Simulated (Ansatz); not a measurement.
CH$_{3}$BGeO at its PBE0-D4/def2-TZVP geometry, where that method's forces vanish. Charge 0, multiplicity 1. The bonds changed during the relaxation, so this is another structure than the one it started from.

```xyz
7

O    -1.2814    2.1314    0.6850
C    -0.4141    1.3917    0.5857
B     0.6586    0.4140    0.4304
Ge   -0.0218   -1.0603   -0.5568
H     1.7474    0.5785    0.8724
H     0.7741   -2.3108   -0.9439
H    -1.4627   -1.1445   -1.0728
```

(1) What forces (eV/Å) does PBE-D4/def2-TZVPP give on these atoms in Ansatz 0.2.0? (Estimate.)

Answers

(1) Ansatz gave: 
```
O1  -1.295  1.103  0.147
C2   1.236 -1.012 -0.120
B3  -0.014  0.177  0.087
Ge4 -0.017 -0.117 -0.066
H5   0.142 -0.014  0.039
H6   0.096 -0.133 -0.038
H7  -0.148 -0.003 -0.050
```
